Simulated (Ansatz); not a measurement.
Basis sets compared for Li₃Si₆. The state is a doublet with charge 0. Geometry PBE0-D4/def2-SVP. Ansatz on 4 threads of AMD EPYC 9R45 on a shared host; times are rough, and most runs start from earlier orbitals.

```xyz
9

Li    2.391   -1.729    0.980
Li    0.130    1.860    2.377
Li    2.197    0.407   -1.267
Si   -1.322    1.472    0.490
Si    0.539   -1.863   -0.681
Si   -0.244    0.333   -1.534
Si    0.520   -0.075    0.956
Si   -2.597    0.658   -1.340
Si   -1.615   -1.062    0.020
```

Another isomer (doublet) lies 0.39 eV lower at PBE0-D4/def2-TZVP; other spin states weren't run for this one.

Binding counts from free atoms (Li doublet, Si triplet) in the same basis, without a counterpoise term.

| level | functions | energy (Eh) | HOMO (eV) | LUMO (eV) | binding per atom (eV) | wall time |
| --- | --- | --- | --- | --- | --- | --- |
| PBE-D4/def2-SVP | 135 | -1758.0946 | -3.12 | -2.55 | 2.99 | 1.8 s |
| PBE0-D4/def2-SVP | 135 | -1758.2468 | -3.68 | -1.94 | 2.89 | 3.1 s |

**Question.** Estimate the rows for PBE-D4/def2-TZVP (with forces), PBE0-D4/def2-TZVP.

**Answer.** 
```json
{"level": "PBE-D4/def2-TZVP (with forces)", "functions": "264", "energy (Eh)": "-1758.7134", "HOMO (eV)": "-3.15", "LUMO (eV)": "-2.60", "binding per atom (eV)": "2.99", "wall time": "3.6 s"}
{"level": "PBE0-D4/def2-TZVP", "functions": "264", "energy (Eh)": "-1758.8597", "HOMO (eV)": "-3.68", "LUMO (eV)": "-2.01", "binding per atom (eV)": "2.91", "wall time": "9 s"}
```
